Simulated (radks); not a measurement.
Valence configurations of Ba+ (all share [Xe]). Method: scalar-relativistic Kohn-Sham, r2SCAN, spin-unpolarised, spherical densities, finite nucleus; meta-GGA in the generalised Kohn-Sham scheme; Fermi nuclear charge, rms radius 4.8378 fm; computed with a radial shooting solver on a logarithmic mesh with Libxc functionals. Energies are relative to 6s1; eigenvalues in eV.

valence      E (eV)   e(4f)   e(5d)   e(6p)   e(6s)
6s1           0.000       -       -       -  -7.432
6s0.5 6p0.5   1.268       -       -  -5.156  -7.606
5d1           0.650       -  -5.560       -       -
4f1           4.768  -2.100       -       -       -
5d0.5 6s0.5   0.326       -  -6.195       -  -6.820
4f0.5 6s0.5   2.350  -1.965       -       -  -6.851

NIST lists [Xe] 6s1 as the ground configuration; this level of theory agrees among the configurations tried. The energies are those of spherical spin-averaged densities, not of single terms.
